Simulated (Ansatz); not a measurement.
C2H5S (SMILES CC[S]) moved off its minimum; all values from Ansatz (a quantum-chemistry and plane-wave program), cores frozen in correlated methods. Open shells are unrestricted.
(charge 0, multiplicity 2)
```xyz
8

C      1.65632    -0.34494    -0.02025
C      0.19658    -0.71514    -0.29579
S     -1.02379     0.57166     0.18301
H      1.80170     0.03487     0.94664
H      2.35907    -1.10052    -0.33978
H      1.91923     0.57427    -0.68415
H     -0.11682    -1.48934     0.49452
H     -0.07327    -1.08608    -1.21504
```

```json
[
 {"level": "HF/def2-TZVPP", "largest force (eV/Å)": "4.73", "on atom": "C2", "rms difference from CCSD(T)/cc-pV(T+d)Z (eV/Å)": "0.225", "dipole (D)": "1.87"},
 {"level": "PBE/def2-TZVPP", "largest force (eV/Å)": "4.27", "on atom": "C2", "rms difference from CCSD(T)/cc-pV(T+d)Z (eV/Å)": "0.177", "dipole (D)": "1.86"},
 {"level": "r2SCAN/def2-TZVPP", "largest force (eV/Å)": "4.33", "on atom": "C2", "rms difference from CCSD(T)/cc-pV(T+d)Z (eV/Å)": "0.081", "dipole (D)": "1.92"},
 {"level": "B3LYP/def2-TZVPP", "largest force (eV/Å)": "4.27", "on atom": "C2", "rms difference from CCSD(T)/cc-pV(T+d)Z (eV/Å)": "0.041", "dipole (D)": "1.83"},
 {"level": "wB97M-V/def2-TZVPP", "largest force (eV/Å)": "4.37", "on atom": "C2", "rms difference from CCSD(T)/cc-pV(T+d)Z (eV/Å)": "0.089", "dipole (D)": "1.79"},
 {"level": "MP2/cc-pV(T+d)Z", "largest force (eV/Å)": "4.43", "on atom": "C2", "rms difference from CCSD(T)/cc-pV(T+d)Z (eV/Å)": "0.078", "dipole (D)": "1.72"},
 {"level": "CCSD(T)/cc-pV(T+d)Z", "largest force (eV/Å)": "4.31", "on atom": "C2", "rms difference from CCSD(T)/cc-pV(T+d)Z (eV/Å)": "0.000", "dipole (D)": "1.72"}
]
```

The differences count from one level among others, with limits of its own. Forces at CCSD(T)/cc-pV(T+d)Z (eV/Å):

```
atom      Fx      Fy      Fz
----  ------  ------  ------
C1    -0.233   2.085  -3.403
C2    -0.315   0.201   4.298
S3     0.414  -0.131  -0.243
H4     0.184  -0.032   1.563
H5     0.141  -0.471   0.320
H6    -0.396  -1.385   0.849
H7     0.369   0.585  -1.114
H8    -0.166  -0.852  -2.271
```
